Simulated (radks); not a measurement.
The oxygen anion O2-, [Ne], held by a Watson sphere: a shell of charge +2 at radius R that stands for the Madelung well of a crystal (potential energy -2/R inside, -2/r outside, in hartree with lengths in bohr). Calculated with a radial shooting solver on a logarithmic mesh with Libxc functionals: non-relativistic Kohn-Sham, LB94 model potential, spin-unpolarised, spherical densities, point nucleus. Response by self-consistent Sternheimer equations with the Hartree and adiabatic LDA kernel. The sphere does not respond.

\begin{tabular}{lrrrrrrr}
R (bohr) & e(1s) (eV) & e(2s) (eV) & e(2p) (eV) & <r> 2p (bohr) & sum of <r^2> (bohr^2) & X-ray form factor at sin(theta)/lambda = 0.2 1/angstrom & alpha (bohr^3) \\ \hline
1.94 & -532.31 & -27.096 & -13.214 & 1.443 & 20.47 & 6.191 & 11.92 \\
2.07 & -532.07 & -26.374 & -12.595 & 1.470 & 21.23 & 6.132 & 13.38 \\
2.14 & -531.93 & -26.007 & -12.274 & 1.483 & 21.64 & 6.104 & 14.22 \\
2.18 & -531.85 & -25.804 & -12.095 & 1.491 & 21.86 & 6.089 & 14.72 \\
3.11 & -529.69 & -22.173 & -8.697 & 1.636 & 26.76 & 5.886 & 30.88 \\
3.12 & -529.67 & -22.144 & -8.667 & 1.637 & 26.81 & 5.885 & 31.11 \\
3.35 & -529.17 & -21.494 & -8.024 & 1.666 & 27.93 & 5.863 & 36.72 \\
\end{tabular}
